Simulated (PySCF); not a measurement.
**Phosphorus: a sound run and one with changed settings**

Sound run: P(2+) [Ne] 3s2 3p1, P(3+) [Ne] 3s2. Calculation: PySCF 2.14, in cc-pV(D+d)Z (4s3p2d, 23 functions); the non-relativistic Hamiltonian (point nucleus). In the sound run the correlated levels freeze [Ne]. The sound run starts from symmetry-adapted Hartree-Fock orbitals and uses a fine grid where one is needed.

Changed run: a valence shell is frozen. This setting is unsound on purpose.

Ionisation energy of P(2+):

```json
{"method": "UHF", "sound run (eV)": "29.562", "changed run (eV)": "29.562"}
{"method": "MP2", "sound run (eV)": "29.743", "changed run (eV)": "29.562"}
{"method": "SCS-MP2", "sound run (eV)": "29.724", "changed run (eV)": "29.562"}
{"method": "CCSD", "sound run (eV)": "29.865", "changed run (eV)": "29.562"}
{"method": "CCSD(T)", "sound run (eV)": "29.883", "changed run (eV)": "29.562"}
{"method": "CCSDT", "sound run (eV)": "n/a", "changed run (eV)": "29.562"}
{"method": "FCI", "sound run (eV)": "n/a", "changed run (eV)": "29.562"}
```

Freezing a valence shell removes pair correlation that changes on ionisation.

For comparison, NIST gives 30.203 eV between the lowest levels.
